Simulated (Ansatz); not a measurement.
The cluster Nb₅. Total charge 0; doublet. Geometry PBE0-D4/def2-SVP; atoms count from 1.

Cartesian coordinates in Å:
```
Nb 0.292 -0.358 -1.896
Nb -1.013 1.096 -0.411
Nb 1.537 0.033 0.184
Nb -0.641 -1.381 0.278
Nb -0.175 0.611 1.845
```

In the def2 sets Nb takes a core potential; there is no spin–orbit coupling. The charge 0 doublet is spin-contaminated (final ⟨S²⟩ up to 0.86, 0.75 for a pure state). The structure comes from a short search, and lower isomers may exist.

Problem. Estimate the Mulliken populations from the PBE0/def2-TZVP orbitals of Ansatz.

Solution. 
```
atom  charge (e)  spin (α − β)  d electrons
 Nb1        0.12          0.82         3.76
 Nb2       -0.07         -0.21         3.91
 Nb3       -0.07         -0.21         3.91
 Nb4       -0.10         -0.21         3.93
 Nb5        0.12          0.82         3.76
```
Mulliken values and Mayer orders depend strongly on the basis.

Problem. Where does the spin sit?

Solution. Summed by element: Nb 1.00, of 1 unpaired in all. Largest on single atoms: Nb5 0.82, Nb1 0.82, Nb4 -0.21.

Problem. And the Mayer bond orders between bonded heavy atoms (over 0.3)?

Solution. Nb1–Nb2 1.80 (2.45 Å); Nb1–Nb3 1.80 (2.46 Å); Nb1–Nb4 1.45 (2.58 Å); Nb2–Nb3 0.77 (2.83 Å); Nb2–Nb4 1.37 (2.60 Å); Nb2–Nb5 1.80 (2.46 Å); Nb3–Nb4 1.37 (2.60 Å); Nb3–Nb5 1.80 (2.45 Å); Nb4–Nb5 1.45 (2.58 Å).
